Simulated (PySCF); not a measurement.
Whose spectrum? (silsesquioxane)

All values: TDA B3LYP/6-31G*, gas phase, PySCF SCF with an in-house response code, fitting set def2-universal-JFIT up to Ne and JKFIT beyond, grid level 1 (kernel 0), vertical, one conformer each, geometries GFN2-xTB; core orbitals frozen in the response, virtual orbitals above 1.5 Eh left out. The lowest 6 singlets were sought, and the brightest is taken among them. The runs took 2 to 20 CPU minutes each on shared server CPUs.

Some members have dark charge-transfer states, which this functional places too low. Without diffuse functions Rydberg states are missing, so unbound LUMOs, wide gaps and states within about 2 eV of the ionisation energy come out too high, and electron affinities are rough.

One system has its HOMO at -7.62 eV, its LUMO at -0.46 eV and these singlet states:

```
state    eV      f
   S1  6.65  0.000
   S2  6.70  0.002
   S3  6.71  0.002
   S4  6.72  0.002
   S5  6.77  0.004
   S6  6.80  0.005
```

Which is it?
A. C=C[Si@]12O[Si@@]3(F)O[Si@@]4(F)O[Si@@]5(F)O[Si@@](F)(O3)O[Si@](C=C)(O[Si@](F)(O5)O[Si@](F)(O4)O1)O2 (C4H6F6O12Si8)
B. C=C[Si@@]12O[Si@]3(F)O[Si@@]4(F)O[Si@@]5(C=C)O[Si@@](C=C)(O3)O[Si@@](C=C)(O1)O[Si@](C=C)(O5)O[Si@](C=C)(O4)O2 (C12H18F2O12Si8)
C. C=C[Si@]12O[Si@@]3(F)O[Si@]4(F)O[Si@]5(F)O[Si@](F)(O3)O[Si@](C=C)(O1)O[Si@@](C=C)(O5)O[Si@@](C=C)(O4)O2 (C8H12F4O12Si8)

B.

How do the candidates compare?


| system | HOMO / eV | LUMO / eV | S1 / eV | f(S1) | brightest state sought / eV |
| --- | --- | --- | --- | --- | --- |
| C=C[Si@@]12O[Si@]3(F)O[Si@@]4(F)O[Si@@]5(C=C)O[Si@@](C=C)(O3)O[Si@@](C=C)(O1)O[Si@](C=C)(O5)O[Si@](C=C)(O4)O2 | -7.62 | -0.46 | 6.65 | 0.000 | 6.80 |
| C=C[Si@]12O[Si@@]3(F)O[Si@@]4(F)O[Si@@]5(F)O[Si@@](F)(O3)O[Si@](C=C)(O[Si@](F)(O5)O[Si@](F)(O4)O1)O2 | -8.10 | -1.03 | 6.52 | 0.000 | 7.20 |
| C=C[Si@]12O[Si@@]3(F)O[Si@]4(F)O[Si@]5(F)O[Si@](F)(O3)O[Si@](C=C)(O1)O[Si@@](C=C)(O5)O[Si@@](C=C)(O4)O2 | -7.88 | -0.70 | 6.66 | 0.000 | 6.75 |
